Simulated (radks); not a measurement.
Values are calculated unless marked as measured or tabulated.
Trend from Co to Ir: ionisation energy by Delta-SCF between NIST ground configurations, and size. Level of theory: scalar-relativistic Kohn-Sham, LDA (Slater exchange, Perdew-Wang correlation), spin-polarised, spherical densities, finite nucleus; open shells are filled with parallel spins first (spin-orbit coupling, left out, can overturn this in heavy ions); Fermi nuclear charge, rms radius of each element as measured or else 0.836 A^(1/3) + 0.57 fm (a radial shooting solver on a logarithmic mesh with Libxc functionals).

species,configuration,configuration of the ion,IE (eV),NIST (eV),kind,r at 0.001 e/bohr^3 (bohr)
Co,[Ar] 3d7 4s2,[Ar] 3d8,7.898,7.881,exp.,4.38
Rh,[Kr] 4d8 5s1,[Kr] 4d8,8.124,7.459,exp.,4.39
Ir,[Xe] 4f14 5d7 6s2,[Xe] 4f14 5d7 6s1,9.455,8.967,exp.,4.52

Reference values: NIST Atomic Spectra Database (exp. = measured, semi-emp. = semi-empirical, theory = theoretical value adopted there). Open shells are spherical and high-spin; term and fine-structure splittings are not resolved. Spin-orbit splitting is averaged out at the scalar-relativistic level.
